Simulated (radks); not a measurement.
Excited configurations of neutral iron: one electron is placed in a higher orbital outside [Ar] 3d6 4s1. The ground configuration is [Ar] 3d6 4s2. Method: scalar-relativistic Kohn-Sham, r2SCAN, spin-polarised, spherical densities, finite nucleus; open shells are filled with parallel spins first; meta-GGA in the generalised Kohn-Sham scheme; Fermi nuclear charge, rms radius 3.7377 fm; computed with a radial shooting solver on a logarithmic mesh with Libxc functionals. Excitation = E - E(ground); binding = E(ion) - E, where the ion is the core of charge +1; n* = 1/sqrt(2 binding) in atomic units, and the quantum defect is n - n*.

| outer orbital | excitation (eV) | binding (eV) | n* | quantum defect | eigenvalue (eV) | <r> (bohr) |
|---|---|---|---|---|---|---|
| 4d | 6.091 | 1.562 | 2.952 | 1.048 | -0.691 | 9.935 |
| 5s | 5.027 | 2.625 | 2.277 | 2.723 | -1.627 | 8.064 |
| 5p | 5.761 | 1.891 | 2.682 | 2.318 | -1.128 | 10.47 |
| 6p | 6.613 | 1.040 | 3.618 | 2.382 | -0.652 | 19.95 |
| 7f | 7.334 | 0.318 | 6.538 | 0.462 | -0.208 | 65.17 |

The Delta-SCF ionisation energy is 7.652 eV (NIST Atomic Spectra Database: 7.902 eV, measured). Self-interaction in the functional shifts the binding energies and quantum defects, so they are the method's values and not measured ones. Open shells are spherical and high-spin; term and fine-structure splittings are not resolved.
